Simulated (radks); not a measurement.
Values are calculated unless marked as measured or tabulated.
Effect of the nuclear size on the chromium ion Cr21+, [He] 2s1. Code: a radial shooting solver on a logarithmic mesh with Libxc functionals. Model: Dirac Kohn-Sham, exchange-only LDA, spin-unpolarised, spherical densities, finite nucleus; Fermi nuclear charge, rms radius 3.6452 fm. The rms radius is varied about that value; shifts are against it.

rms radius (fm)	total energy shift (eV)	density at nucleus (e/bohr^3)	1s1/2 shift (meV)	2s1/2 shift (meV)	2p1/2 (empty) shift (meV)	3s1/2 (empty) shift (meV)
3	-0.0230	1.109e+04	-10.2	-1.19	0.079	-0.335
3.452	-0.00732	1.103e+04	-3.26	-0.379	0.025	-0.107
3.6452	0	1.101e+04	0.000	0.000	0.000	0.000
3.9878	0.0139	1.097e+04	6.21	0.720	-0.048	0.203
4.0425	0.0163	1.097e+04	7.25	0.841	-0.056	0.237

Slopes of the eigenvalues against <r^2> in GHz/fm^2, as finite differences over the two radii next to the reference (eigenvalue slopes, not the field-shift constants of lines): 1s1/2 575, 2s1/2 66.7, 2p1/2 (empty) -4.42, 3s1/2 (empty) 18.8.
